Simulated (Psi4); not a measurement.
Pair of molecules, SMILES [GaH3] with SMILES [C-]#[O+] (the first has 4 atoms); geometry from GFN2-xTB, rigid monomers moved along the line of their centres of mass till Ga1···O6 is 1.84 Å.
(charge 0, multiplicity 1):
```xyz
6

Ga    -0.00309     0.02589     0.25572
H     -0.00894     1.57422     0.25287
H      1.33759    -0.73686     0.11898
H     -1.34143    -0.74885     0.17076
C      0.06459    -0.11292     3.21056
O      0.03520    -0.06003     2.08983
```

These are SAPT0/aug-cc-pVDZ (Psi4 1.11) values and carry that method's errors.

Question: Which attractive term is largest, and how does the interaction split up?

Answer: electrostatics -41.61, exchange 88.76, induction -20.67, dispersion -10.41, total 16.07 kcal/mol; the largest attraction is electrostatics.
